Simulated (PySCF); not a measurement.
## Electronic absorption of C2H9BO2Si

C2H9BO2Si.
Geometry (PBE0-D3(BJ)/def2-SVP, Å), atoms numbered from 1 in this order:
```
atom  x, y, z in Å
B1    -1.106    2.194   -0.288
Si2   -0.023    0.587    0.247
O3     1.524    0.763   -0.316
C4     2.509   -0.231   -0.214
O5    -0.600   -0.838   -0.407
C6    -1.709   -1.542    0.066
H7    -2.309    2.117   -0.393
H8    -0.601    3.277   -0.466
H9    -0.035    0.426    1.749
H10    2.773   -0.438    0.840
H11    3.416    0.117   -0.730
H12    2.183   -1.177   -0.679
H13   -1.778   -2.503   -0.467
H14   -2.656   -0.996   -0.103
H15   -1.636   -1.760    1.149
```

Computed with TDDFT wB97X-D/def2-SVPD, vertical, gas phase, core orbitals frozen in the response (PySCF).

| state | E (eV) | λ (nm) | ν̃ (cm⁻¹) | f | \|μ\| (D) | main configurations (H = HOMO, L = LUMO) |
| --- | --- | --- | --- | --- | --- | --- |
| S1 | 3.95 | 313.6 | 31890 | 0.0033 | 0.47 | H→L (87%) |
| S2 | 5.52 | 224.5 | 44540 | 0.0016 | 0.27 | H-5→L (68%), H-1→L (16%) |
| S3 | 5.57 | 222.6 | 44920 | 0.0036 | 0.41 | H-1→L (78%), H-5→L (12%) |
| S4 | 5.89 | 210.5 | 47500 | 0.0002 | 0.09 | H-2→L (64%), H-4→L (10%) |
| S5 | 6.23 | 198.9 | 50280 | 0.016 | 0.83 | H-3→L (82%) |
| S6 | 6.51 | 190.3 | 52540 | 0.0087 | 0.59 | H-4→L (67%), H-2→L (19%) |
| S7 | 7.25 | 171.1 | 58440 | 0.0016 | 0.24 | H→L+2 (51%), H→L+1 (19%), H→L+3 (13%) |
| S8 | 7.87 | 157.5 | 63490 | 0.013 | 0.65 | H→L+1 (46%), H→L+3 (18%), H-1→L+2 (9%) |
| S9 | 8.17 | 151.8 | 65880 | 0.064 | 1.44 | H→L+1 (21%), H-1→L+3 (18%), H→L+2 (16%) |
| S10 | 8.29 | 149.5 | 66900 | 0.070 | 1.49 | H-1→L+2 (28%), H→L+3 (28%) |

Triplets (Tamm–Dancoff): T1 3.23 eV, H→L (79%), H-4→L (12%); T2 4.95 eV, H-5→L (87%); T3 5.44 eV, H-1→L (88%); T4 5.76 eV, H-2→L (52%), H-4→L (15%), H→L (12%).

The lowest singlet comes at 314 nm (382 kJ/mol) in the ultraviolet; it is very weak; its leading configuration is HOMO→LUMO (87%). The strongest level in the table is S10 at 8.29 eV (149 nm, f = 0.070). It is the last of those listed, so stronger ones may follow. Löwdin shares by element: HOMO oxygen 28% or more, boron 18%, silicon 17%, hydrogen 11% or more (atoms not listed hold the other 25%); LUMO boron 55%, silicon 19%, hydrogen 19% or more. The oscillator strengths of these states sum to 0.182; summed over the whole spectrum of an exact calculation they would give the number of electrons, 56 (Thomas–Reiche–Kuhn). Weighted by f, the mean energy of these states is 7.78 eV. Orbital energies (eV): HOMO-3 -10.78, HOMO-2 -10.68, HOMO-1 -10.18, HOMO -9.50, LUMO -0.53, LUMO+1 2.15, LUMO+2 2.46. All these states lie below the vertical ionisation energy of 9.72 eV (ΔSCF). The window holds the lowest 10 singlets.

One conformer stands for the species.
